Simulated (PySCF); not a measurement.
Cl$_{3}$Se (SMILES Cl[Se+](Cl)Cl), charge +1, singlet, geometry from GFN2-xTB; BLYP/6-31G run with PySCF.

The PySCF input:
```python
from pyscf import gto, scf, dft

mol = gto.Mole()
mol.atom = '''
    Se   -0.171048    0.207352    0.487115
    Cl   -1.497105   -1.145492   -0.461723
    Cl    0.200067    1.623498   -1.044456
    Cl    1.639134   -0.892711    0.531949
'''
mol.basis = '6-31g'
mol.charge = 1
mol.spin = 0
mol.verbose = 4
mol.build()

mf = dft.RKS(mol)
mf.xc = 'blyp'
mf.kernel()
```

Question: What does PySCF print? Leave out banner, timings and long lists.

Answer: 
```
PySCF version 2.14.0

[INPUT] verbose = 4
[INPUT] num. atoms = 4
[INPUT] num. electrons = 84
[INPUT] charge = 1
[INPUT] spin (= nelec alpha-beta = 2S) = 0
[INPUT] symmetry False subgroup None
[INPUT] Mole.unit = angstrom
[INPUT] Symbol           X                Y                Z      unit          X                Y                Z       unit  Magmom
[INPUT]  1 Se    -0.171048000000   0.207352000000   0.487115000000 AA   -0.323233874155   0.391838491381   0.920513941168 Bohr   0.0
[INPUT]  2 Cl    -1.497105000000  -1.145492000000  -0.461723000000 AA   -2.829118429717  -2.164666157880  -0.872530015413 Bohr   0.0
[INPUT]  3 Cl     0.200067000000   1.623498000000  -1.044456000000 AA    0.378071836563   3.067966583779  -1.973735789159 Bohr   0.0
[INPUT]  4 Cl     1.639134000000  -0.892711000000   0.531949000000 AA    3.097514341463  -1.686979298387   1.005237922236 Bohr   0.0

nuclear repulsion = 572.138442845563
number of shells = 32
number of NR pGTOs = 228
number of NR cGTOs = 66
basis = 6-31g
ecp = {}

******** <class 'pyscf.dft.rks.RKS'> ********
method = RKS
initial guess = minao
damping factor = 0
level_shift factor = 0
DIIS = <class 'pyscf.scf.diis.CDIIS'>
diis_start_cycle = 1
diis_space = 8
diis_damp = 0
SCF conv_tol = 1e-09
SCF conv_tol_grad = None
SCF max_cycles = 50
direct_scf = True
direct_scf_tol = 1e-13
XC library pyscf.dft.libxc version 7.1.2
    S. Lehtola, C. Steigemann, M. J. T. Oliveira, and M. A. L. Marques,  SoftwareX 7, 1–5 (2018)
XC functionals = blyp
    A. D. Becke,  Phys. Rev. A 38, 3098 (1988)
    C. Lee, W. Yang, and R. G. Parr,  Phys. Rev. B 37, 785 (1988)
    B. Miehlich, A. Savin, H. Stoll, and H. Preuss,  Chem. Phys. Lett. 157, 200 (1989)
radial grids:
    Treutler-Ahlrichs [JCP 102, 346 (1995); DOI:10.1063/1.469408] (M4) radial grids

becke partition: Becke, JCP 88, 2547 (1988); DOI:10.1063/1.454033
pruning grids: <function nwchem_prune>
grids dens level: 3
symmetrized grids: False
atomic radii adjust function: <function treutler_atomic_radii_adjust>
small_rho_cutoff = 0
Set gradient conv threshold to 3.16228e-05
Initial guess from minao.
tot grids = 77064
init E= -3781.41350671514
  HOMO = -0.305566950998478  LUMO = -0.122463147362902  gap/eV = 4.98251
cycle= 1 E= -3781.1437462538  delta_E= 0.27  |g|= 0.629  |ddm|=  2.8
  HOMO = -0.496337827622603  LUMO = -0.431232370598083  gap/eV = 1.77161
cycle= 2 E= -3780.53317022238  delta_E= 0.611  |g|= 1.39  |ddm|= 3.72
  HOMO = -0.52516873447104  LUMO = -0.401766359535044  gap/eV = 3.35795
cycle= 3 E= -3781.32462445931  delta_E= -0.791  |g|= 0.086  |ddm|= 2.53
  HOMO = -0.513524695789098  LUMO = -0.384347741389032  gap/eV = 3.51508
cycle= 4 E= -3781.32651533219  delta_E= -0.00189  |g|= 0.0165  |ddm|= 0.182
  HOMO = -0.5150131389116  LUMO = -0.386414091057385  gap/eV = 3.49936
cycle= 5 E= -3781.3265976651  delta_E= -8.23e-05  |g|= 0.00213  |ddm|= 0.0315
  HOMO = -0.51500634018259  LUMO = -0.386507779768971  gap/eV = 3.49662
cycle= 6 E= -3781.32659967601  delta_E= -2.01e-06  |g|= 0.000335  |ddm|= 0.00537
  HOMO = -0.514961549039087  LUMO = -0.386456670160658  gap/eV = 3.49680
cycle= 7 E= -3781.32659969874  delta_E= -2.27e-08  |g|= 0.00018  |ddm|= 0.000848
  HOMO = -0.514965353198595  LUMO = -0.386459234963783  gap/eV = 3.49683
cycle= 8 E= -3781.32659970656  delta_E= -7.83e-09  |g|= 0.000112  |ddm|= 0.000536
  HOMO = -0.51497045400492  LUMO = -0.386463496060522  gap/eV = 3.49685
cycle= 9 E= -3781.3265997115  delta_E= -4.93e-09  |g|= 6.9e-06  |ddm|= 0.000212
  HOMO = -0.514970303443246  LUMO = -0.38646312593658  gap/eV = 3.49686
cycle= 10 E= -3781.32659971153  delta_E= -3.64e-11  |g|= 1.43e-06  |ddm|= 9.88e-06
  HOMO = -0.51497032520704  LUMO = -0.386462975680571  gap/eV = 3.49686
Extra cycle  E= -3781.32659971153  delta_E= 2.73e-12  |g|= 3.62e-06  |ddm|= 8.3e-06
converged SCF energy = -3781.32659971153
```
